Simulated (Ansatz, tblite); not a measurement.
Removing and adding an electron: `Sc1cc2sc(-c3cc4sc(-c5cc6sc(-c7cc8sc(-c9cc%10sc(-c%11cc%12sc(S)cc%12s%11)cc%10s9)cc8s7)cc6s5)cc4s3)cc2s1`. The state is a singlet with charge 0. Geometry: PBE-D4/def2-SVP. Ansatz, gas phase; energy differences of separate SCF runs; the oxidised species was run as a doublet alone; the reduced species was run as a doublet alone.

```xyz
64

S    15.994    7.889    7.256
C    14.509    7.131    6.688
C    13.470    7.762    6.016
C    12.484    6.829    5.597
S    10.963    6.945    4.758
C    10.699    5.201    4.907
C     9.502    4.613    4.360
C     8.392    5.257    3.810
C     7.412    4.333    3.376
S     5.848    4.461    2.624
C     5.656    2.701    2.622
C     4.462    2.104    2.078
C     4.259    0.773    1.705
C     2.952    0.563    1.209
S     2.079   -0.804    0.574
C     0.634    0.184    0.309
C    -0.558   -0.397   -0.252
C    -1.654    0.272   -0.805
C    -2.648   -0.631   -1.246
S    -4.206   -0.468   -2.008
C    -4.416   -2.226   -2.055
C    -5.619   -2.782   -2.615
C    -6.708   -2.107   -3.174
C    -7.710   -3.003   -3.615
S    -9.267   -2.830   -4.374
C    -9.501   -4.584   -4.392
C   -10.715   -5.136   -4.940
C   -11.834   -4.456   -5.424
C   -12.839   -5.351   -5.870
S   -14.430   -5.179   -6.558
C   -14.596   -6.932   -6.709
S   -16.098   -7.656   -7.273
C   -13.488   -7.613   -6.219
C   -12.498   -6.714   -5.742
S   -10.909   -6.890   -5.053
C    -8.412   -5.260   -3.837
C    -7.406   -4.365   -3.402
S    -5.850   -4.537   -2.640
C    -3.320   -2.895   -1.504
C    -2.329   -1.993   -1.050
S    -0.775   -2.154   -0.281
C     0.837    1.515    0.688
C     2.143    1.722    1.187
S     3.015    3.090    1.818
C     6.767    2.055    3.171
C     7.754    2.979    3.589
S     9.324    2.852    4.332
C    11.751    4.571    5.573
C    12.759    5.492    5.953
S    14.284    5.381    6.787
H    15.807    7.672    8.594
H    13.441    8.847    5.857
H     8.308    6.349    3.743
H     5.042    0.007    1.770
H    -1.703    1.363   -0.899
H    -6.758   -1.013   -3.252
H   -11.911   -3.361   -5.435
H   -16.010   -7.262   -8.580
H   -13.416   -8.708   -6.227
H    -8.368   -6.354   -3.752
H    -3.257   -3.989   -1.441
H     0.055    2.281    0.620
H     6.834    0.966    3.279
H    11.772    3.491    5.771
```

The xTB rows come from tblite. Single mean-field runs in def2-SVP are fitted with def2-universal-jkfit.

| level | −HOMO (eV) | vertical IE (eV) | −LUMO (eV) | vertical EA (eV) | HOMO–LUMO gap (eV) | IE − EA (eV) |
| --- | --- | --- | --- | --- | --- | --- |
| GFN1-xTB | 10.11 | 11.20 | 8.77 | 7.66 | 1.34 | 3.54 |
| GFN2-xTB | 9.86 | 10.89 | 8.54 | 7.53 | 1.33 | 3.36 |
| PBE-D4/def2-SVP | 4.46 | 5.56 | 3.06 | 2.07 | 1.40 | 3.49 |
| PBE0-D4/def2-SVP | 5.21 | 5.97 | 2.65 | 1.97 | 2.56 | 4.01 |

 Raw xTB energy differences between charge states are shifted by several eV; the methods need an empirical correction for them. Sets without diffuse functions give affinities that are too small.
